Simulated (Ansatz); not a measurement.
`S[CH2][GeH3]` → `[CH2][GeH3]`• + `[SH]`•  (homolysis of the C–S bond)

Computed with Ansatz on PBE0-D4/def2-TZVP structures; ΔE is electronic, products minus reactants. CBS: MP2 limit from def2 TZ/QZ plus the TZ coupled-cluster correction, frozen cores. This one scheme is used for every species. Functionals use def2-TZVPP. No spin–orbit coupling; open shells (•) take unrestricted orbitals. For Ge outer-core shells are correlated without core-valence functions, which leaves a few kJ/mol of doubt a bond. Scalar relativity is left out up to krypton. One conformer a species, not always the lowest.

| level | ΔE (kJ/mol) |
| --- | --- |
| LDA (SPW92) | 397.7 |
| BLYP-D4 | 306.8 |
| PBE-QIDH | 322.0 |
| r2SCANh | 298.2 |
| RPA@PBE/def2-TZVPP | 296.0 |
| MP2/def2-TZVPP | 336.5 |
| MP2/def2-QZVPP | 345.7 |
| HF/CBS(def2) | 178.9 |

(1) What does CCSD(T)/CBS give? (Best estimate.)

(2) What do rigid-rotor, harmonic-oscillator terms from PBE0-D4/def2-TZVP frequencies (298.15 K, 1 bar) make of the CCSD(T)/CBS value? (An estimate is asked.)

Largest T1 diagnostic among the species: 0.012.

Results:

(1) The calculation gave: +327.8 kJ/mol. The listed levels differ from it by 69.9, -21.0, -5.8, -29.6, -31.8, 8.7, 17.9, -148.9 kJ/mol.

(2) Computed: ΔZPE = -22.0 kJ/mol, ΔH = +311.8 kJ/mol, ΔS = 174 J/(mol·K), ΔG = +259.9 kJ/mol. Open shells count their whole term as degenerate. Modes under 50 cm⁻¹ make the entropy rough.

Leaving LDA and LC-ωPBE aside and taking each functional with its dispersion term where it has one, the values, not all of them listed here, spread over 39.7 kJ/mol, from BHLYP-D4 to PBE-D4. LDA lies +74.7 kJ/mol from PBE without D4, its usual overbinding. From r2SCAN to r2SCAN0 (25 % exact exchange), in def2-TZVPP and without D4, ΔE moves by −6.4 kJ/mol: exact exchange takes away binding that semilocal exchange gives to molecules. At CCSD(T), def2-SVP lies −31.6 kJ/mol from the extrapolated value and def2-TZVPP −16.0 kJ/mol: correlation converges slowly with the basis, and small sets miss more of it in the bonded molecule than in its fragments.
